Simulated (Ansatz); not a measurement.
**Question.** Name a neutral molecule of C, Cl, N, Zr and H with LUMO energy (PBE/def2-TZVPP) between -2.20 and -1.90 eV and HOMO–LUMO gap (PBE0/def2-TZVPP) between 5.65 and 5.95 eV (Ansatz, PBE0-D4/def2-TZVP geometry).

**Answer.** `CC(C)[NH][Zr]([Cl])([Cl])[NH]C(C)C` (-2.12 eV, 5.81 eV). Other molecules can fit too; these were computed, each in one conformer that needn't be the lowest.
